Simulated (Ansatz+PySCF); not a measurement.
**quartet VO: levels of theory in one basis**

```xyz
2

V     0.0000    0.0000    0.0000
O     0.0000    0.0000    1.6526
```

Basis set: def2-SVP (spherical functions). Left uncorrelated: 6 orbitals. Correlation on ROHF uses semicanonical orbitals with singles. Charge 0, multiplicity 4.

Computed with Ansatz (development build ahead of 0.2.0); each method stands on the lowest determinant of its kind that the runs found.

```
  method  E − E(ROHF) (eV)  <S²> of the determinant
    ROHF              0.00                     3.75
     UHF             -0.98                     4.41
ROHF-MP2            -13.18                        –
```

(1) What does UHF-MP2 give on the same scale?

(2) Is a single determinant a sound starting point here?

## Answers

(1) -11.27 eV.

(2) It is doubtful. Unrestricted orbitals lower Hartree–Fock by 0.98 eV and <S²> is 4.41 where a pure state has 3.75, a sign of strong static correlation.

Caution: other spin multiplicities were not run. Caution for ROHF, ROHF-MP2: an unrestricted determinant lies well below. Caution for UHF, UHF-MP2: the unrestricted determinant is spin contaminated.
